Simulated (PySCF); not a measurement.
In(F)2(Et) (C2H5F2In), SMILES [F][In]([F])[CH2]C.

Coordinates come from a PBE0-D3(BJ)/def2-SVP optimisation. The structure was generated by enumeration; whether it is a known compound was not checked. The def2 effective core potentials stand for the cores of In; spin–orbit coupling is left out. One conformer was computed; it need not be the lowest.

The numbers are results of C-PCM-M06-2X/def2-SVP in PySCF 2.14.0, not measurements.

The values are the electrostatic part of the solvation free energy, E(continuum) − E(gas) at the gas-phase geometry, in a cavity of scaled van der Waals radii (PySCF's table); cavitation and dispersion terms are not included. A continuum can't describe solvent molecules that bind to the metal. In vacuum the orbital gap is 8.96 eV. The dipole moment in vacuum is 4.80 D.

```csv
solvent,ε,ΔG(elec) (kcal/mol),dipole (D),gap (eV)
water,78.36,-14.1,5.53,8.84
dimethylsulfoxide,46.83,-14.0,5.52,8.84
n-hexane,1.88,-6.3,5.12,8.93
```
